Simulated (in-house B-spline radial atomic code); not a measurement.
The numbers below are computed, except where a source is named.
What the choice of pseudopotential does to G0W0 on PBE0: Lu⁺

All numbers come from an all-electron radial atomic-structure program (B-spline basis), non-relativistic (model numbers for so heavy an element), configuration [Xe] 4f14 6s2, open shells at high spin. Semilocal Troullier-Martins pseudo-atoms, one channel per l, are made with PBE or LDA for several valence sets and radii, with or without a model core, and set against the all-electron atom. One channel fits only the lowest state of its l, so a second state of that l is approximate. All electrons give 6s: PBE0 -10.931 eV, G0W0 -13.359 eV, 4f: PBE0 -28.354 eV, G0W0 -33.47 eV. Potentials are made in the ion's own configuration unless the neutral atom is named, and a smooth local potential serves every l without a channel. Potentials that miss their own reference levels by more than 6 millihartree, or need radii over 3.5 bohr, are left out. Columns give pseudo minus all-electron, in eV; a dash marks a level in the core or of low weight.

```csv
valence,made with,radii (bohr),model core (bohr),6s PBE0,6s G0W0,4f PBE0,4f G0W0
6s,PBE,s 3.40,2.41,+0.08,+0.13,-,-
5p 4f 6s,"PBE, neutral atom",s 2.68 p 0.99 d 1.43 f 1.26,none,-0.15,-0.42,+2.21,+7.99
5p 4f 6s,"PBE, neutral atom",s 3.35 p 1.24 d 1.79 f 1.57,none,-0.14,-0.41,+2.23,+7.05
5p 4f 6s,"PBE, neutral atom",s 3.40 p 1.43 d 2.06 f 1.81,none,-0.15,-0.41,+2.32,+6.62
5p 4f 6s,LDA,s 3.40 p 1.60 d 2.19 f 2.02,none,-0.19,-0.43,+1.95,+5.85
5p 4f 6s,"LDA, neutral atom",s 3.40 p 1.43 d 2.06 f 1.79,0.68,-0.15,-0.41,+3.08,+7.45
5s 5p 4f 6s,PBE,s 1.47 p 1.61 d 2.19 f 2.05,none,-0.15,-0.21,+2.40,+6.24
5s 5p 4f 6s,"PBE, neutral atom",s 1.13 p 1.24 d 1.79 f 1.57,0.67,-0.08,-0.12,+3.24,+8.01
5s 5p 4f 6s,"PBE, neutral atom",s 1.30 p 1.43 d 2.06 f 1.81,0.67,-0.07,-0.11,+3.13,+7.36
4d 5s 5p 4f 6s,PBE,s 1.13 p 1.24 d 0.49 f 1.57,none,-0.09,-0.26,-,-
4d 5s 5p 4f 6s,PBE,s 1.30 p 1.43 d 0.56 f 1.81,none,-0.09,-0.25,+1.61,+3.85
4d 5s 5p 4f 6s,"PBE, neutral atom",s 1.47 p 1.61 d 0.63 f 2.05,none,-0.17,-0.37,-,-
4d 5s 5p 4f 6s,"PBE, neutral atom",s 1.01 p 1.12 d 0.44 f 1.42,0.31,-0.15,-0.34,+1.34,+3.78
4d 5s 5p 4f 6s,LDA,s 1.30 p 1.42 d 0.56 f 1.79,0.31,-0.09,-0.25,+1.45,+3.71
```

Question: How does the G0W0 shift of 6s, which all sets hold, depend on the valence set?

Answer: Mean size: 6s: 0.13 eV; 5s 5p 4f 6s: 0.14 eV; 4d 5s 5p 4f 6s: 0.29 eV; 5p 4f 6s: 0.42 eV. A larger valence set can do worse when it takes only part of a shell, whose exchange with the frozen rest is then left to the functional. The means mix radii and the functional used in making the potentials.
